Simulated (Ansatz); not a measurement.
`C[S][AlH][OH]` + H₂ → `C[S][AlH2]` + H₂O at 400 K and 1 bar (hydrogenolysis of the Al–O bond).

Program: Ansatz. Geometries: PBE0-D4/def2-TZVP. ΔE: electronic, gas phase. CBS: MP2 limit from def2 TZ/QZ plus the TZ coupled-cluster correction, frozen cores. This one scheme is used for every species. One conformer a species, not always the lowest.

```csv
species,CCSD(T)/CBS energy (Eh),H − E (kJ/mol),S (J/(mol·K))
`C[S][AlH][OH]`,-756.12026,189.0,373.7
H₂,-1.17544,38.0,139.0
`C[S][AlH2]`,-680.87163,164.4,336.3
H₂O,-76.37941,69.8,198.6
```

H − E and S are ideal-gas, rigid-rotor, harmonic terms from PBE0-D4/def2-TZVP, for one conformer and one mirror image of each species. The MP2-based limit puts H₂ 0.8 mEh under its directly extrapolated value; such offsets cancel only in part. 1 Eh = 2625.50 kJ/mol, R = 8.31446 J/(mol·K).

Question: By hand: ΔE, ΔH, ΔS and ΔG.

Answer: ΔE = (-680.87163) + (-76.37941) − (-756.12026) − (-1.17544) = 0.04466 Eh = 117.3 kJ/mol. Δ(H − E) = 164.4 + 69.8 − 189.0 − 38.0 = 7.2, so ΔH = 124.5 kJ/mol. ΔS = 336.3 + 198.6 − 373.7 − 139.0 = 22.2 J/(mol·K). ΔG = 124.5 − 400 × (22.2)/1000 = 115.6 kJ/mol.

Question: By hand: the equilibrium constant, and the temperature at which ΔG would vanish if ΔH and ΔS stayed fixed.

Answer: log₁₀ K = −ΔG/(RT ln 10) = -15.1. ΔG = 0 at ΔH/ΔS = 5608 K, far beyond where these terms or the molecules hold.

ΔH outweighs TΔS. A doubt of 5 kJ/mol in ΔE shifts log₁₀ K by 0.7 here. Other conformers and mirror images would add mixing entropy, several J/(mol·K) or more a flexible species. These are equilibria of isolated gas molecules and say nothing of rates. Largest T1 diagnostic: 0.012 (customary marks: 0.02 for closed shells, 0.045 for open ones).
